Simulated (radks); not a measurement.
Results of a calculation; reference values are marked as such.
Task: Radial electron density D(r) = 4 pi r^2 rho(r) of an atom or ion with 64 electrons. Code: a radial shooting solver on a logarithmic mesh with Libxc functionals. Model: Dirac Kohn-Sham, PBE, spin-unpolarised, spherical densities, point nucleus.

r (bohr)  D(r) (e/bohr)
0.002554          20.09
0.003461          30.35
0.004654          43.55
0.006307          59.70
0.008548          75.95
0.01149           87.58
0.01558           90.70
0.02111           85.04
0.02861           80.15
0.03846           89.00
0.05213           109.8
0.07065           116.2
0.09498           97.88
0.1287            90.15
0.1745            104.4
0.2364            84.51
0.3179            48.74
0.4308            51.58
0.5839            49.32
0.785             26.93
1.064             14.57
1.442             8.943
1.954             3.531
2.627             1.058
3.561            0.3983
4.826            0.1070
6.488           0.01078
8.793         0.0002343

What is the nuclear charge?

Result: Z = 66. The innermost maximum, from 1s, lies near gamma/Z bohr with gamma = sqrt(1 - (Z/c)^2) = 0.876, here 0.0133 bohr (found: 0.0146), and its height grows with Z. The density is that of the dysprosium ion Dy2+ in [Xe] 4f9 6s1; the configuration itself is not fixed sharply by these data, and Z only to a few units. D(r) has 4 maxima, at r = 0.0146, 0.0652, 0.182, 0.494 bohr, and minima at 0.0284, 0.119, 0.353 bohr, inside which lie 2.02, 11.17, 29.43 electrons.
